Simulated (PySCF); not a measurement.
A run for PySCF: R-M06-2X/def2-TZVPP on C3H8O (SMILES CCCO), a point of a torsion scan.

```python
from pyscf import gto, dft

mol = gto.M(
    atom='''
    C    -1.17933424    0.79119914    0.12927961
    C    -0.43368316   -0.47063947   -0.29531572
    C     0.95564338   -0.61951954    0.36849919
    O     1.13169003    0.12945680    1.54562306
    H    -2.15668206    0.81658348   -0.34643651
    H    -0.63897022    1.68965207   -0.16843982
    H    -1.32320308    0.80316464    1.20706645
    H    -1.05045662   -1.32990979   -0.02528882
    H    -0.30889675   -0.48178039   -1.37852439
    H     1.12663129   -1.65797930    0.65684283
    H     1.73465547   -0.33913126   -0.35760364
    H     1.00881811    1.06175765    1.33814728
    ''',
    basis='def2-tzvpp',
    charge=0, spin=0, verbose=4, max_memory=1800)
mf = dft.RKS(mol, xc='m062x').density_fit(auxbasis='def2-universal-jkfit')
mf.grids.level = 4
mf.conv_tol = 1e-9
mf.max_cycle = 150
mf.kernel()
mf.dip_moment()
```

Predict the final total energy.

-194.3325 hartree.
